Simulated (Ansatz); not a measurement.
Frontier orbitals of `C[O][SbH][CH](C)C`.

Total charge 0; spin multiplicity 1. Correlated methods include outer-core shells of Sb, which these sets cover unevenly. Sb takes the def2 core potential. All single points use the PBE0-D4/def2-TZVP geometry. It is one conformer, not always the lowest. Basis def2-TZVPP, the Gaussian-basis code of Ansatz.

| functional | HOMO (eV) | LUMO (eV) | gap (eV) |
| --- | --- | --- | --- |
| PBE | -5.52 | -1.52 | 4.00 |
| revPBE | -5.46 | -1.39 | 4.07 |
| B97M-V | -5.83 | -1.40 | 4.43 |
| PBE0 | -6.64 | -0.72 | 5.92 |
| r2SCAN0 | -6.80 | -0.59 | 6.21 |
| CAM-B3LYP | -7.90 | 0.24 | 8.14 |
| ωB97M-V | -8.74 | 0.99 | 9.73 |

From PBE to PBE0 the HOMO moves by −1.12 eV and the LUMO by +0.80 eV, and with ωB97M-V by −3.22 and +2.51 eV, so the gap grows from 4.00 to 9.74 eV with exact exchange. A positive LUMO is unbound and depends on the basis.
